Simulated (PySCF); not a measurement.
PySCF input:

```python
from pyscf import gto, scf, dft

mol = gto.M(
    atom='''
    C    -1.26894801   -0.55645310   -0.50326195
    N    -0.17747597    0.04042070    0.26364178
    C    -0.45784725    0.44024241    1.62918783
    C     1.03380072    0.21401524   -0.26604493
    O     1.45198684   -0.04756467   -1.35713872
    H    -2.10314267    0.14490855   -0.58313701
    H    -0.90504978   -0.79998819   -1.49766394
    H    -1.62272812   -1.46657741   -0.01266813
    H     0.44352679    0.86342584    2.06553232
    H    -0.77415654   -0.42037297    2.22505646
    H    -1.25404531    1.18934936    1.65521192
    ''',
    basis='def2-tzvpd',
    charge=0,
    spin=1,
    verbose=4,
)

mf = dft.UKS(mol, xc='tpssh').density_fit(auxbasis='def2-universal-jkfit')
mf.grids.level = 3
mf.conv_tol = 1e-9
mf.max_cycle = 100
mf.max_memory = 1500
mf.kernel()
if not mf.converged:
    mf = mf.newton()
    mf.kernel(mf.make_rdm1())
for _ in range(2):
    mo, _, stable, _ = mf.stability(return_status=True)
    if stable:
        break
    mf.kernel(mf.make_rdm1(mo, mf.mo_occ))
mf.analyze()
```

Q: What final total energy does it print?

A: -247.96638 Eh (TPSSh/def2-TZVPD).

It need not be the lowest isomer of its formula.
